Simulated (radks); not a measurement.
Values are calculated unless marked as measured or tabulated.
Ti4+, 18 electrons, occupied as [Ar].

Level of theory: non-relativistic Kohn-Sham, BLYP, spin-polarised, spherical densities, point nucleus (a radial shooting solver on a logarithmic mesh with Libxc functionals).

Energy parts (Ry):
part                       energy
total                 -1691.97397
kinetic                1690.64121
electron-nucleus      -3935.64524
Hartree                 633.99210
exchange-correlation    -80.96204

Orbitals (lengths in bohr, moments of r in powers of bohr; r(max) is where P^2 peaks):
orbital  occ.  eigenvalue (Ry)   r(max)
1s          2        -359.6109  0.04613
2s          2        -43.11776   0.2714
2p          6        -36.69483   0.2205
3s          2         -8.29177   0.8624
3p          6         -6.55449   0.8818

The highest occupied level is 3p at -89.178 eV. Summed over all electrons, <r^2> = 10.51 bohr^2, which gives a Langevin (diamagnetic) susceptibility term of -8.32 x 10^-6 cm^3/mol. The electron density at the nucleus is 7144 e/bohr^3.
